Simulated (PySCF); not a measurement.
**Fine-structure interval of Ce³⁺ by level of theory**

Ce³⁺ [Xe] 4f1 [4f5/2^1, M_J = 5/2] → Ce³⁺ [Xe] 4f1 [4f7/2^1, M_J = 7/2], as a difference of total energies. All numbers are calculated (PySCF 2.14, the two-component X2C-1e Hamiltonian, in x2c-TZVPall-2c). Correlated levels: [Ar] 3d10 frozen; the 18 highest virtual spinors dropped. "Screened" scales the spin-orbit matrix elements by Boettger's factors to mimic the two-electron term; Breit and QED terms are absent.

```
                    method  fine-structure interval (cm⁻¹)
 GHF (screened spin-orbit)                          2278.8
GMP2 (screened spin-orbit)                          2372.7
     GHF (bare spin-orbit)                          4740.6
```
